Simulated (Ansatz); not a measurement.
CH7AlGe, SMILES [CH3][AlH][GeH3].

Geometry: PBE-D3(BJ)/def2-SVP. The structure was generated by enumeration; whether it is a known compound was not checked.

Two levels are set side by side: PBE/def2-SVPD (Ansatz, an electronic-structure program) and CAM-B3LYP/def2-SVPD (Ansatz). Energy differences of separate SCF runs at the same geometry; the states with an electron removed or added have multiplicity 2 and 2. Differences are taken from unrounded values.

```
quantity                           CAM-B3LYP   PBE  PBE minus CAM-B3LYP
---------------------------------  ---------  ----  -------------------
vertical ionisation energy (eV)         9.47  9.12                -0.35
vertical singlet–triplet gap (eV)       4.04  3.58                -0.46
```
